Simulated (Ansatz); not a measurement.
Harmonic frequencies (cm⁻¹) at PBE0-D4/def2-TZVP from Ansatz: 2330.

Task: Which molecule is it?
A. `[Si]Br`•
B. `[C]F`•
C. `[BH]`
D. `Br[Br+]`•

Result: C.
